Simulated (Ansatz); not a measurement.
Trimethylantimony + `[CH3][Al]([F])[SH]` → `C[S][Al]([CH3])[F]` + `[CH3][SbH][CH3]` at 500 K and 1 bar (substitution at a C–Sb bond).

Computed with Ansatz on PBE0-D4/def2-TZVP structures; ΔE is electronic, products minus reactants. CCSD(T)/CBS is the MP2 limit (def2-TZVPP, def2-QZVPP) plus CCSD(T) − MP2 in def2-TZVPP, frozen cores. Elements past krypton have def2 core potentials. For Sb outer-core shells are correlated without core-valence functions, which leaves a few kJ/mol of doubt a bond. One conformer a species, not always the lowest.

```tsv
species	CCSD(T)/CBS energy (Eh)	H − E (kJ/mol)	S (J/(mol·K))
`[CH3][Sb]([CH3])[CH3]`	-359.59777	336.5	429.0
`[CH3][Al]([F])[SH]`	-780.18144	167.7	403.4
`C[S][Al]([CH3])[F]`	-819.43373	255.9	455.8
`[CH3][SbH][CH3]`	-320.32575	248.3	380.6
```

H − E and S are ideal-gas, rigid-rotor, harmonic terms from PBE0-D4/def2-TZVP, for one conformer and one mirror image of each species. 1 Eh = 2625.50 kJ/mol, R = 8.31446 J/(mol·K).

Problem. By hand: ΔE, ΔH, ΔS and ΔG.

Solution. ΔE = (-819.43373) + (-320.32575) − (-359.59777) − (-780.18144) = 0.01973 Eh = 51.8 kJ/mol. Δ(H − E) = 255.9 + 248.3 − 336.5 − 167.7 = 0.0, so ΔH = 51.8 kJ/mol. ΔS = 455.8 + 380.6 − 429.0 − 403.4 = 4.0 J/(mol·K). ΔG = 51.8 − 500 × (4.0)/1000 = 49.8 kJ/mol.

Problem. By hand: the equilibrium constant, and the temperature at which ΔG would vanish if ΔH and ΔS stayed fixed.

Solution. log₁₀ K = −ΔG/(RT ln 10) = -5.2. ΔG = 0 at ΔH/ΔS = 12950 K, far beyond where these terms or the molecules hold.

The number of gas molecules stays the same, so ΔS is small and ΔH decides. A doubt of 5 kJ/mol in ΔE shifts log₁₀ K by 0.5 here. Other conformers and mirror images would add mixing entropy, several J/(mol·K) or more a flexible species. Modes under 60 cm⁻¹, often nearly free rotors, make the harmonic entropy too high. These are equilibria of isolated gas molecules and say nothing of rates. Largest T1 diagnostic: 0.012 (customary marks: 0.02 for closed shells, 0.045 for open ones).
